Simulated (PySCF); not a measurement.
This PySCF input asks for the NMR shieldings of `InChI=1S/C4H8BO2/c1-2-4-3-6-5-7-4/h2,4H,1,3,5H2/q-1/t4-/m1/s1`; the geometry comes from GFN2-xTB.

```python
import basis_set_exchange as bse
import numpy as np
from pyscf import gto, dft
from pyscf.prop import nmr

atoms = """
C     2.506359    0.286045   -0.086398
C     1.253340    0.149681   -0.486787
C     0.040084    0.522637    0.310590
C    -0.607564   -0.768741    0.924194
O    -1.954820   -0.675467    0.704096
B    -2.097615    0.131347   -0.567800
O    -0.940635    1.110430   -0.461943
H     2.748118    0.702626    0.879952
H     3.348021   -0.012771   -0.694578
H     1.023905   -0.261127   -1.461350
H     0.338696    1.212249    1.127355
H    -0.165744   -1.659516    0.423521
H    -0.393280   -0.850901    2.003498
H    -1.953798   -0.595868   -1.556752
H    -3.149480    0.717365   -0.583165
"""
names = dict.fromkeys(["C", "O", "B", "H"], "pcSseg-1")
basis = {el: gto.basis.parse(bse.get_basis(n, elements=[el], fmt="nwchem")) for el, n in names.items()}
mol = gto.M(atom=atoms, basis=basis, charge=-1, verbose=0)
mf = dft.RKS(mol, xc="PBE0")
mf.grids.level = 2
mf.grids.alignment = dft.numint.BLKSIZE   # the property module wants whole blocks of grid points
mf.conv_tol = 1e-9
mf.kernel()

calc = nmr.RKS(mf)   # GIAO
C = mf.mo_coeff
Co = C[:, mf.mo_occ > 0]
resp = mf.gen_response(singlet=True, hermi=2)
def vind(x):   # induced exchange potential for any number of trial vectors
    d = np.einsum("pi,xij,qj->xpq", C, 2 * x.reshape(-1, C.shape[1], Co.shape[1]), Co, optimize=True)
    return np.einsum("xpq,pi,qj->xij", resp(d - d.transpose(0, 2, 1)), C, Co, optimize=True).ravel()
mo1, _ = nmr.rhf.solve_mo1(calc, with_cphf=vind)
sigma = calc.kernel(mo1)
for i, s in enumerate(sigma):   # ppm
    print("%2d %-2s %9.2f" % (i, mol.atom_pure_symbol(i), np.trace(s) / 3))
```

Question: What are the results?

Answer: 
```
 0 C      83.57
 1 C      20.12
 2 C     102.91
 3 C     109.47
 4 O     278.56
 5 B      99.23
 6 O     270.40
 7 H      27.28
 8 H      27.35
 9 H      25.08
10 H      27.46
11 H      28.35
12 H      27.62
13 H      28.43
14 H      28.28
```

These numbers come from an equivalent density-fitted implementation of the same equations, which agrees with the script to about 0.01 ppm for H and up to a few tenths of a ppm for heavy atoms, so last digits may differ.

Size and cost of the density-fitted run: 159 basis functions, 11 s wall time on 1 thread of an AMD EPYC 9R45 96-Core, shared host; peak memory 0.73 GiB.
